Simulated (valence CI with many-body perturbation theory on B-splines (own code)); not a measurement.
Values are calculated unless marked as measured or tabulated.
**Energy levels of Tl XXXI**

Method: configuration interaction combined with many-body perturbation theory (CI+MBPT): five valence electrons over a frozen Dirac-Fock core [Kr] 4d10, radial functions for each j: 7 s, 7 p, 7 d, 7 f, 4 g, 2 h, with the one-electron correlation potential Σ1, the two-electron term Σ2, the three-electron term Σ3, Breit, model QED; selected CI, second order for the rest, scaled by the run's own slope (own B-spline code, finite nucleus).

The last digits are not significant, and no measured levels were compared; by estimate large intervals hold to a few tenths of a per cent, small ones and those within an open d or f shell to about a per cent. Core correlation moves these levels by up to 5800 cm⁻¹, and in measured spectra 5 to 20 % of such shifts remained as error; rates that hang on mixing are uncertain with them. Among the levels kept, up to 780 cm⁻¹ of a level comes from second order outside the variational space, and about a tenth of that is noise between levels of different J, which matters for small intervals. Only levels of the ground parity were solved; by the run's estimate the other parity begins above the list, which can be wrong where configurations are misplaced.

Levels 1 to 45 of 53, with energies above the lowest level, (4f5/2^5) J=5/2. "Leading %" is the weight of the configuration and term that name the level; weights of strongly mixed levels are sums over their largest components and can fall short. In the jj column 3d3/2^4 stands for four electrons in 3d with j = 3/2.

```
No.  Configuration  Term     J  E (eV)  Leading %              Leading jj  Second component
  1            4f5   6H°   5/2   0.000         46          4f5/2^5 (72 %)      33 % 4f5 4G°
  2            4f5   6H°   7/2   3.182         69    4f5/2^4 4f7/2 (79 %)      23 % 4f5 4G°
  3            4f5   6F°   5/2   4.742         29    4f5/2^4 4f7/2 (64 %)      22 % 4f5 6H°
  4            4f5   6F°   3/2   5.114         55    4f5/2^4 4f7/2 (84 %)      25 % 4f5 4F°
  5            4f5   6H°   9/2   5.496         75  4f5/2^3 4f7/2^2 (52 %)      10 % 4f5 4G°
  6            4f5   6F°   1/2   5.617         70    4f5/2^4 4f7/2 (66 %)      23 % 4f5 4D°
  7            4f5   6H°  11/2   7.045         62  4f5/2^3 4f7/2^2 (41 %)      17 % 4f5 4I°
  8            4f5   6F°   7/2   7.322         53  4f5/2^3 4f7/2^2 (49 %)      20 % 4f5 4F°
  9            4f5   4I°  15/2   7.700         21    4f5/2^4 4f7/2 (85 %)      18 % 4f5 2L°
 10            4f5   6H°  13/2   8.011         42    4f5/2^4 4f7/2 (50 %)      27 % 4f5 4I°
 11            4f5   6F°   9/2   9.215         54    4f5/2^4 4f7/2 (41 %)      14 % 4f5 4G°
 12            4f5   6F°   5/2   9.924         48  4f5/2^3 4f7/2^2 (73 %)      17 % 4f5 2F°
 13            4f5   6H°  15/2  10.785         36  4f5/2^3 4f7/2^2 (75 %)      34 % 4f5 4M°
 14            4f5   6F°  11/2  10.787         37    4f5/2^4 4f7/2 (41 %)      25 % 4f5 4G°
 15            4f5   4F°   3/2  11.168         63  4f5/2^3 4f7/2^2 (80 %)      28 % 4f5 6F°
 16            4f5   4I°   9/2  11.213         50  4f5/2^3 4f7/2^2 (63 %)      20 % 4f5 2H°
 17            4f5   4L°  13/2  11.483         43  4f5/2^3 4f7/2^2 (48 %)      30 % 4f5 6H°
 18            4f5   4K°  11/2  11.588         40  4f5/2^3 4f7/2^2 (54 %)      20 % 4f5 6F°
 19            4f5   4P°   5/2  11.634         30  4f5/2^3 4f7/2^2 (57 %)      22 % 4f5 6P°
 20            4f5   4G°   7/2  12.728         38  4f5/2^3 4f7/2^2 (66 %)      21 % 4f5 6F°
 21            4f5   4M°  17/2  12.866         61  4f5/2^3 4f7/2^2 (96 %)      18 % 4f5 4L°
 22            4f5   2P°   1/2  12.903         66  4f5/2^3 4f7/2^2 (62 %)      20 % 4f5 6F°
 23            4f5   6P°   3/2  13.418         46  4f5/2^3 4f7/2^2 (63 %)      35 % 4f5 4P°
 24            4f5   2G°   7/2  14.320         37  4f5/2^3 4f7/2^2 (49 %)      25 % 4f5 4H°
 25            4f5   4G°   9/2  14.428         42  4f5/2^3 4f7/2^2 (84 %)      32 % 4f5 4H°
 26            4f5   4L°  15/2  14.463         51  4f5/2^3 4f7/2^2 (84 %)      27 % 4f5 4K°
 27            4f5   4M°  19/2  14.694         52  4f5/2^3 4f7/2^2 (79 %)      21 % 4f5 2N°
 28            4f5   4I°   9/2  14.838         29    4f5/2^4 4f7/2 (40 %)      18 % 4f5 2H°
 29            4f5   4H°  11/2  15.093         32  4f5/2^3 4f7/2^2 (66 %)      20 % 4f5 4I°
 30            4f5   4F°   5/2  15.334         41  4f5/2^3 4f7/2^2 (52 %)      34 % 4f5 4G°
 31            4f5   4M°  21/2  15.343         43  4f5/2^3 4f7/2^2 (85 %)      41 % 4f5 2N°
 32            4f5   4K°  13/2  15.432         56  4f5/2^3 4f7/2^2 (79 %)      24 % 4f5 2K°
 33            4f5   2M°  17/2  15.716         38  4f5/2^3 4f7/2^2 (90 %)      32 % 4f5 4L°
 34            4f5   6H°  15/2  16.090         30  4f5/2^2 4f7/2^3 (51 %)      26 % 4f5 2K°
 35            4f5   4D°   7/2  16.182         38  4f5/2^3 4f7/2^2 (62 %)      31 % 4f5 6P°
 36            4f5   4I°  13/2  16.190         37  4f5/2^3 4f7/2^2 (82 %)      26 % 4f5 4H°
 37            4f5   2D°   5/2  16.273         24  4f5/2^3 4f7/2^2 (47 %)      22 % 4f5 4D°
 38            4f5   4D°   3/2  16.808         25    4f5/2^4 4f7/2 (45 %)      23 % 4f5 4P°
 39            4f5   4I°  11/2  16.859         51  4f5/2^2 4f7/2^3 (67 %)      22 % 4f5 4K°
 40            4f5   4L°  13/2  17.090         24  4f5/2^2 4f7/2^3 (44 %)      21 % 4f5 4I°
 41            4f5   4F°   9/2  17.140         24  4f5/2^3 4f7/2^2 (56 %)      20 % 4f5 4G°
 42            4f5   2I°  11/2  17.579         27  4f5/2^3 4f7/2^2 (40 %)      18 % 4f5 2H°
 43            4f5   4G°   7/2  17.642         54  4f5/2^3 4f7/2^2 (57 %)      15 % 4f5 4H°
 44            4f5   4G°   5/2  17.700         40  4f5/2^3 4f7/2^2 (52 %)      23 % 4f5 2F°
 45            4f5   4F°   7/2  18.204         37  4f5/2^2 4f7/2^3 (49 %)      22 % 4f5 2G°
```

Where two levels of one J and parity lie close, their mixing, g and order are uncertain.

The ionisation energy to 4f4 5I_4 of the next ion comes out as 1094.9 eV (NIST: 1110 ± 60 eV (theoretical)). All 53 levels together are meant to be complete up to 19.050 eV.
